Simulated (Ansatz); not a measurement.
Cost and result up the ladder for SnH2Me(NHiPr) (C4H13NSn) (19 atoms). Total charge 0; singlet. Geometry: PBE-D4/def2-SVP.

```xyz
19

C     1.3816   -2.9743   -0.5953
C    -1.1451    0.9806   -0.1062
C    -0.3696    1.9915   -0.9685
C    -1.1041    1.3684    1.3736
N    -0.7116   -0.4085   -0.2771
Sn    1.0915   -1.1180    0.4837
H     2.4578   -0.0532    0.2624
H     0.8590   -1.4008    2.1759
H     2.2457   -3.5252   -0.1767
H     1.5745   -2.7656   -1.6657
H     0.4735   -3.6012   -0.5039
H    -0.7849   -0.6819   -1.2662
H    -2.2156    1.0248   -0.4257
H     0.7003    2.0244   -0.6694
H    -0.7825    3.0184   -0.8736
H    -0.4111    1.7101   -2.0415
H    -0.0575    1.3864    1.7525
H    -1.5260    2.3804    1.5354
H    -1.6759    0.6436    1.9863
```

Ansatz on 4 threads of Arm Neoverse V2 on a shared host. Times are rough, and most runs start from the orbitals of an earlier one. ωB97M-V/def2-TZVP serves as the yardstick here, not as an exact answer. Differences are given only for rows in sets of like size (and for xTB, whose basis is part of the method), since another set adds its own error. Binding counts from free atoms at the same level (C triplet, N quartet, Sn triplet, H doublet; other spins of the atoms weren't run), without zero-point energy or a counterpoise term.

In the def2 sets Sn takes a core potential; there is no spin–orbit coupling. Correlated methods freeze 9 core orbitals; core or outer-core shells of Sn are correlated, in sets that lack core-valence functions. The rows differ in basis, and correlated rows in double-zeta sets carry the largest basis error.

Correlated methods converge slowly with the basis, most of all in double-zeta sets.

```tsv
level	functions	wall time	binding energy per atom (eV)	difference from ωB97M-V/def2-TZVP (eV)
PBE-D4/def2-SVP	161	1.9 s	3.76	–
PBE0-D4/def2-SVP	161	2.7 s	3.72	–
revPBE-D4/def2-TZVP	283	3.3 s	3.67	-0.03
PBE-D4/def2-TZVP (with forces)	283	4.1 s	3.74	0.05
BHLYP-D4/def2-TZVP	283	6 s	3.61	-0.09
PBE0-D4/def2-TZVP	283	6.5 s	3.70	0.00
MP2/def2-TZVP	283	6.5 s	3.56	-0.13
r2SCAN-D4/def2-TZVP	283	7 s	3.68	-0.01
ωB97M-V/def2-TZVP	283	16 s	3.69	0.00
CCSD(T)/def2-SVP	161	68 s	3.52	–
```
